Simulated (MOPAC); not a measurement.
Job for MOPAC: PM6 on AgC, 2S+1 = 4, a spin state set in the input, which need not be the lowest, a point of a bond scan (R = 1.968 Å).

```
PM6 1SCF PRECISE CHARGE=0 UHF MS=1.5 THREADS=1
CAg

Ag     0.00000000 1     0.00000000 1     0.00000000 1
C      0.00000000 1     0.00000000 1     1.96824300 1
```

Program output:

```
*******************************************************************************
 **                                                                           **
 **                              MOPAC v23.2.5                                **
 **                                                                           **
 *******************************************************************************
 ** MOPAC's Digital Object Identifier: https://doi.org/10.5281/zenodo.6511958 **
 **                                                                           **
 ** Please cite the open-source release paper for use of this MOPAC version:  **
 ** J. E. Moussa and J. J. P. Stewart (2026)                                  **
 ** MOPAC: An open-source semiempirical molecular orbital program             **
 ** J. Open Source Softw., 11(119), 8025, https://doi.org/10.21105/joss.08025 **
 *******************************************************************************

                              PM6 CALCULATION RESULTS

 *******************************************************************************
 *  PM6        - The PM6 Hamiltonian to be used
 *  UHF        - UNRESTRICTED HARTREE-FOCK CALCULATION
 *
 *
 *
 *                 CHARGE ON SYSTEM = 0
 *
 *
 *
 *  MS=        - IN MECI, MAGNETIC COMPONENT OF SPIN =  1.5
 *  PRECISE    - TIGHTER CRITERIA TO BE USED
 *  1SCF       - DO 1 SCF AND THEN STOP
 *  THREADS=1  - MULTI-THREADING NOT USED
 *  T=         - A TIME OF 172800.0 SECONDS REQUESTED
 *  DUMP=N     - RESTART FILE WRITTEN EVERY 7200.0 SECONDS REQUESTED
 *******************************************************************************
PM6 1SCF PRECISE CHARGE=0 UHF MS=1.5 THREADS=1
 CAg

   ATOM   CHEMICAL          X               Y               Z
  NUMBER   SYMBOL      (ANGSTROMS)     (ANGSTROMS)     (ANGSTROMS)

     1      Ag          0.00000000  *   0.00000000  *   0.00000000  *
     2       C          0.00000000  *   0.00000000  *   1.96824300  *



          CARTESIAN COORDINATES

    NO.       ATOM           X           Y           Z

     1        Ag          0.0000      0.0000      0.0000
     2         C          0.0000      0.0000      1.9682

 General Reference for PM6:
 "Optimization of Parameters for Semiempirical Methods V: Modification of NDDO Approximations
 and Application to 70 Elements", J. J. P. Stewart, J. Mol. Mod., 13, 1173-1213 (2007)
 URL: https://link.springer.com/article/10.1007/s00894-007-0233-4

           Empirical Formula: C Ag  =     2 atoms



      MOLECULAR POINT GROUP   :   C*v


          UHF CALCULATION, NO. OF ALPHA ELECTRONS =    9
                           NO. OF BETA  ELECTRONS =    6

 -------------------------------------------------------------------------------
 PM6 1SCF PRECISE CHARGE=0 UHF MS=1.5 THREADS=1
 CAg



     1SCF WAS SPECIFIED, SO BFGS WAS NOT USED
     SCF FIELD WAS ACHIEVED


                              PM6 CALCULATION
                                                       MOPAC v23.2.5 Linux




          FINAL HEAT OF FORMATION =        200.81574 KCAL/MOL =     840.21307 KJ/MOL


          COSMO AREA              =         74.66 SQUARE ANGSTROMS
          COSMO VOLUME            =         56.97 CUBIC ANGSTROMS

          IONIZATION POTENTIAL    =          8.308429 EV
          ALPHA SOMO LUMO (EV)    =         -8.308 -1.205
          BETA  SOMO LUMO (EV)    =         -8.644 -2.317
          NO. OF ALPHA ELECTRONS  =          9
          NO. OF BETA  ELECTRONS  =          6
          MOLECULAR WEIGHT        =        119.8790         POINT GROUP:  C*v

          MOLECULAR DIMENSIONS (Angstroms)

            Atom       Atom       Distance
            C     2   Ag     1     1.96824
            C     2   Ag     1     0.00000
           Ag     1    C     2     0.00000


          SCF CALCULATIONS        =          1





   ATOM   CHEMICAL          X               Y               Z
  NUMBER   SYMBOL      (ANGSTROMS)     (ANGSTROMS)     (ANGSTROMS)

     1      Ag          0.00000000  *   0.00000000  *   0.00000000  *
     2       C          0.00000000  *   0.00000000  *   1.96824300  *

                             CARTESIAN COORDINATES

   1   Ag        0.000000000     0.000000000     0.000000000
   2    C        0.000000000     0.000000000     1.968243000


           Empirical Formula: C Ag  =     2 atoms



      MOLECULAR POINT GROUP   :   C*v


          ALPHA EIGENVALUES
 -16.85573  -9.92211  -9.68752  -9.68752  -8.70947  -8.70947  -8.61474  -8.61474
  -8.30843  -1.20497   1.84816   1.84816   2.09662


           BETA EIGENVALUES
 -14.46768  -8.69727  -8.67340  -8.67340  -8.64419  -8.64419  -2.31687   1.64252
   1.72724   1.72724   2.48402   2.48402   2.74083


              NET ATOMIC CHARGES AND DIPOLE CONTRIBUTIONS

  ATOM NO.   TYPE          CHARGE      No. of ELECS.   s-Pop       p-Pop       d-Pop
    1         Ag           0.466346       10.5337     0.53793     0.01926     9.97646
    2          C          -0.466346        4.4663     1.70134     2.76500
 DIPOLE           X         Y         Z       TOTAL
 POINT-CHG.     0.000     0.000    -4.409     4.409
 HYBRID        -0.000    -0.000     0.002     0.002
 SUM           -0.000    -0.000    -4.407     4.407


          ATOMIC ORBITAL ELECTRON POPULATIONS

     Atom    s        px        py        pz      x^2-y^2     xz        z^2       yz        xy
    1 Ag   0.53793   0.00109   0.00109   0.01708   2.00000   1.99856   1.97934   1.99856   2.00000
    2  C   1.70134   1.00035   1.00035   0.76430


                    (SZ)    =    1.500000
                    (S**2)  =    3.752002


          ATOMIC ORBITAL SPIN POPULATIONS

    Atom   Total    s     px     py     pz   x^2-y^2  xz     z^2    yz     xy
         Atomic
    1 Ag  0.1845  0.182  0.001  0.001 -0.001 -0.000  0.001 -0.001  0.001 -0.000
    2  C  2.8155  0.154  0.997  0.997  0.667

 **********************
 *                    *
 * JOB ENDED NORMALLY *
 *                    *
 **********************




 == MOPAC DONE ==
```

The run finished.

Cost: very roughly 0.03 core-seconds.
